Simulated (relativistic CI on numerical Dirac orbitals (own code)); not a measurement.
## Re7+: L2,3 absorption edge

Computed with this model: Dirac-Coulomb-Breit CI, KLI orbitals optimised for each configuration, model QED (radiative potential, 1s self-energy scaled to tabulated hydrogen-like ionisation energies), valence Slater integrals scaled by 0.9, multiplet model of core-to-valence dipole absorption; configurations [Xe] 4f14 → [He] 2s2 2p5 3s2 3p6 3d10 4s2 4p6 4d10 4f14 5s2 5p6 5d; 300 K; Lorentzian 5 eV and Gaussian 1 eV FWHM. Energies are those of the free ion, without screening or charge transfer. The branching ratio is the share of the lower-energy edge in the whole absorption, uncertain by about 0.02 where the edges overlap. S is read from ⟨S²⟩ = S(S + 1).

Field parameters in Wybourne normalisation: D4h B²₀ = −7Ds, B⁴₀ = 21(Dq − Dt), B⁴₄ = 21√(5/14) Dq; Oh B⁴₀ = 21Dq, B⁴₄ = √(5/14) B⁴₀. The field is a parameter set, without covalency.

Computed curve for free ion, scaled to 100 at the maximum (points under 2 are left out and the grid is thinned):

| Energy (eV) | Intensity |
| --- | --- |
| 10529.5 | 2.1 |
| 10530.5 | 2.4 |
| 10531.5 | 2.7 |
| 10532.5 | 3.0 |
| 10533.5 | 3.5 |
| 10534.5 | 4.0 |
| 10535.5 | 4.8 |
| 10536.5 | 5.7 |
| 10537.5 | 6.8 |
| 10538.5 | 8.4 |
| 10539.0 | 9.4 |
| 10540.0 | 12.1 |
| 10541.0 | 15.9 |
| 10542.0 | 21.6 |
| 10543.0 | 30.4 |
| 10544.0 | 44.2 |
| 10545.0 | 64.3 |
| 10546.0 | 87.8 |
| 10547.0 | 100.0 |
| 10548.0 | 87.9 |
| 10549.0 | 63.6 |
| 10550.0 | 43.1 |
| 10551.0 | 29.5 |
| 10552.0 | 21.0 |
| 10553.0 | 15.5 |
| 10554.0 | 11.8 |
| 10555.0 | 9.3 |
| 10556.0 | 7.5 |
| 10557.0 | 6.1 |
| 10558.0 | 5.1 |
| 10558.5 | 4.7 |
| 10559.5 | 4.0 |
| 10560.5 | 3.4 |
| 10561.5 | 3.0 |
| 10562.5 | 2.6 |
| 10563.5 | 2.3 |
| 10564.5 | 2.1 |
| 11959.0 | 2.2 |
| 11960.0 | 2.6 |
| 11961.0 | 3.2 |
| 11962.0 | 4.0 |
| 11963.0 | 5.2 |
| 11964.0 | 6.8 |
| 11965.0 | 9.4 |
| 11966.0 | 13.3 |
| 11967.0 | 19.6 |
| 11968.0 | 28.7 |
| 11969.0 | 38.3 |
| 11970.0 | 40.7 |
| 11971.0 | 33.4 |
| 11971.5 | 28.3 |
| 11972.5 | 19.2 |
| 11973.5 | 13.1 |
| 11974.5 | 9.2 |
| 11975.5 | 6.7 |
| 11976.5 | 5.1 |
| 11977.5 | 4.0 |
| 11978.5 | 3.2 |
| 11979.5 | 2.6 |
| 11980.5 | 2.2 |

The ground state has S = 0.00, and the centroid lies at 10958.16 eV.
